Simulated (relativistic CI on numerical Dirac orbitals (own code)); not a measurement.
A reference radial Dirac CI calculation of Pd²⁺ gave the lowest total energy -5037.98297 Ha in 34 SCF steps, from this input:

```
atom Pd  Z=46  charge=2  electrons=44
nucleus A=106  rms_radius_fm=4.5318
hamiltonian dirac-coulomb  breit=on  qed=on  c_scale=1
orbitals kli  potential=per-configuration
slater_scale 1
correlation none
mixing on
grid step=0.0125 r_max=67.1
scf mixing=0.4 start=green max_iterations=150 tolerance=2e-08 node_fill=0.05
configurations
  [Kr] 4d8
  [Kr] 4d7 5s
  [Kr] 4d7 5p
end
```

One setting was then changed (and the iteration limit cut to 87), and the output read:

```
SCF 1: [Kr] 4d8
 iter      energy (Ha)   residual   last orbital (Ha)
      1s not found; potential halved back
error: SCF of 1s2 2s2 2p6 3s2 3p6 3d10 4s2 4p6 4d8 stopped: an orbital could not be found
end: not converged
```

(1) Which setting was changed?
A. SCF tolerance
B. end of the grid
C. speed of light
D. start potential

## Answers

(1) C. The speed of light × 0.05. This setting is bad on purpose; its numbers may not be properties of the ion.
